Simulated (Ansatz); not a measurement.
H₄P (SMILES [PH4+]), charge +1, singlet, at a GFN2-xTB geometry; HF/cc-pV(D+d)Z run with Ansatz (a first-principles code).

Input for Ansatz:
Ansatz 0.2 input:
```yaml
crystal:
  periodic: [false, false, false]
  atoms:
    - {symbol: P, position_ang: [0.00000000, 0.00000000, -0.00000000]}
    - {symbol: H, position_ang: [-0.74072552, -0.84327030, -0.79402376]}
    - {symbol: H, position_ang: [0.31759659, -0.63856403, 1.17542384]}
    - {symbol: H, position_ang: [-0.73217177, 1.13050142, 0.27594176]}
    - {symbol: H, position_ang: [1.15530070, 0.35133291, -0.65734185]}
basis:
  gaussian:
    orbitals: cc-pV_D+d_Z.json
hamiltonian:
  xc: hf
total_charge: 1
```
The basis file holds cc-pV(D+d)Z in the JSON format of the Basis Set Exchange.

Output, abridged:

```
Functional definition: HF
400 factors; integrals over basis functions are off by at most 9.4e-4 eV
mean field evaluation 1: about -9327.0363 eV, gradient 1.2e1 eV
mean field evaluation 2: about -9327.0419 eV, gradient 1.2e1 eV
mean field evaluation 4: about -9327.8525 eV, gradient 9.3e-1 eV
mean field evaluation 8: about -9327.8587 eV, gradient 9.2e-5 eV
mean field -9327.85871615 eV, -342.7924851688 hartree, gradient 1.6e-5 eV, S^2 0.000000; 0 other end points of the search recorded, 0 dependent functions left out
reference -9327.85871615 eV, -342.7924851688 hartree; 9, 9 occupied and 34, 34 virtual orbitals, 400 factors
Total energy: -9327.85871615 eV, -342.7924851688 hartree
```
